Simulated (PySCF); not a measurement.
**Excitation energy of Cd+ by level of theory**

Cd+ [Kr] 4d10 5s1 (2S) → Cd+ [Kr] 4d10 5p1 (2P), as a difference of total energies. Computed with PySCF 2.14 in x2c-TZVPPall (8s6p6d2f1g, 79 functions), with scalar relativity by spin-free X2C-1e. Correlated levels: valence and next inner shell: [Ar] 3d10 frozen. The calculations carry no spin-orbit coupling.

Question: Order these methods by the excitation energy they give, lowest first.
A. CCSD (valence and next inner shell)
B. MP2 (valence and next inner shell)
C. CCSD(T) (valence and next inner shell)
D. UHF

Answer: D (5.168 eV), A (5.611 eV), C (5.632 eV), B (5.746 eV).

Errors of the correlated levels include the incompleteness of this basis and the frozen core.

The basis was made for the ground configuration and has no added diffuse functions, so the excitation energy can come out too high.

For comparison: 5.677 eV (measured; NIST levels, between the centres of gravity of the two terms).
